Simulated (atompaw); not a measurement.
Building the PAW (atompaw) potential for As (Z = 33) (LDA (PW92), scalar-relativistic).

```
Element                 : As (Z = 33)
Generator               : atompaw 4.2.0.5
Type                    : PAW
Functional              : LDA (PW92)
Relativity              : scalar-relativistic
Frozen core             : [Ar] 3d10
Valence charge          : 5
Reference configuration : 4s2 4p3
Partial waves           : 4s (bound): rc 2.10 bohr; 4s channel at 1.75 Ry: rc 1.40 bohr; 4p (bound): rc 2.05 bohr; 4p channel at 2.65 Ry: rc 2.05 bohr; 4d channel at 0.05 Ry: rc 2.10 bohr; 4d channel at 1.2 Ry: rc 2.10 bohr
Local potential         : ultrasoft scheme with l = 3 at 0 Ry, radius 1.90 bohr
Core correction         : smooth core density matched at 1.70 bohr
Augmentation charge     : sinc compensation charge, radius 1.90 bohr; PAW radius 2.10 bohr; waves and projectors: custom rrkj gramschmidtortho
```

All-electron outer shells of the reference configuration (LDA (PW92), scalar-relativistic, ld1.x):

```json
{"shell": "3p", "level (eV)": "-133.42", "outermost node (bohr)": "0.22", "outermost maximum (bohr)": "0.52"}
{"shell": "3d", "level (eV)": "-40.90", "outermost node (bohr)": "–", "outermost maximum (bohr)": "0.47"}
{"shell": "4s", "level (eV)": "-14.70", "outermost node (bohr)": "0.73", "outermost maximum (bohr)": "1.61"}
{"shell": "4p", "level (eV)": "-5.34", "outermost node (bohr)": "0.78", "outermost maximum (bohr)": "1.97"}
```

Q: Does the generator finish with these settings?

A: Yes, a potential is produced.

Q: Estimate the cutoffs (Ry, on a coarse ladder) from which the occupation-weighted sum of valence levels, in a spherical-Bessel basis at the reference potential, stays within 10 and 1 mRy of its value at 400 Ry.

A: 10 Ry and 15 Ry.

Q: Does the potential have ghost states?

A: No extra level below or beside the all-electron valence levels (s, p, d, f tested).

Q: Is the overlap operator S = 1 + Σ q|β⟩⟨β| positive definite (Bessel basis up to 400 Ry)?

A: Yes: its lowest eigenvalue is 0.30 (s channel).

Q: Which valence shell sets the plane-wave cutoff?

A: 4p: its level needs 15 Ry to come within 1 mRy, against 8 Ry for 4s.
